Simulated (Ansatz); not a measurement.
CH$_{8}$GeO$_{3}$Si (`C[SiH](O)[O][GeH2][OH]`), relaxed with RKS PBE0-D4/def2-TZVP in Ansatz 0.2.0 from a GFN2-xTB geometry. The force threshold is 0.005 eV/Å; the program also tests the step.

The species carries charge 0 and has multiplicity 1.

Start:

```xyz
14

C     0.904   -2.087    0.253
Si    0.392   -0.363    0.838
O    -1.240   -0.226    0.973
O     0.788    0.735   -0.279
Ge   -0.083    2.086   -0.965
O    -1.497    1.490   -1.749
H     1.979   -2.150    0.128
H     0.615   -2.840    0.979
H     0.447   -2.346   -0.698
H     1.016    0.032    2.101
H    -1.710   -0.811    1.560
H    -0.429    3.034    0.148
H     0.808    2.602   -2.043
H    -1.991    0.843   -1.246
```

Task: How much energy does the relaxation release, and in how many steps? (An estimate is asked.)

Result: Computed: 0.16 eV, in 46 steps, 3 of them rejected.

Task: Which bonds change most? (Estimate.)

Result: The calculation gave: Ge5–O6 from 1.723 to 1.770 Å; C1–Si2 from 1.892 to 1.848 Å; Ge5–H13 from 1.490 to 1.529 Å; Ge5–H12 from 1.503 to 1.538 Å.

Task: Give the relaxed structure. (An estimate is asked.)

Result: Computed: 
```xyz
14

C     0.831   -1.858   -0.002
Si    0.341   -0.389    1.006
O    -1.319   -0.414    1.098
O     0.828    1.009    0.314
Ge   -0.011    1.913   -0.967
O    -1.221    0.838   -1.685
H     1.912   -1.875   -0.161
H     0.540   -2.789    0.490
H     0.344   -1.818   -0.980
H     0.902   -0.414    2.382
H    -1.714   -0.013    1.873
H    -0.663    3.133   -0.295
H     0.989    2.249   -2.074
H    -1.760    0.428   -0.999
```
